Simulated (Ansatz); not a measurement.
Ge(F)(OH)2(NH2) (FGeH4NO2), SMILES [NH2][Ge]([OH])([OH])[F].

Geometry: PBE0-D3(BJ)/def2-SVP. The structure was generated by enumeration, and PubChem lists no compound with its InChIKey, so it may never have been made. One conformer was computed; it need not be the lowest.

Two levels are set side by side: PBE/def2-SVPD (Ansatz, a first-principles code) and PBE0/def2-SVPD (Ansatz). Energy differences of separate SCF runs at the same geometry; the states with an electron removed or added have multiplicity 2 and 2. Differences are taken from unrounded values.

```tsv
quantity	PBE0
vertical ionisation energy (eV)	10.90
vertical singlet–triplet gap (eV)	6.34
```

**Question.** What does PBE give, and how far is it from PBE0? (The exact figures need the calculation; the answer reports its results.)

**Answer.** 
| quantity | PBE | PBE minus PBE0 |
|---|---|---|
| vertical ionisation energy (eV) | 10.41 | -0.49 |
| vertical singlet–triplet gap (eV) | 5.80 | -0.54 |
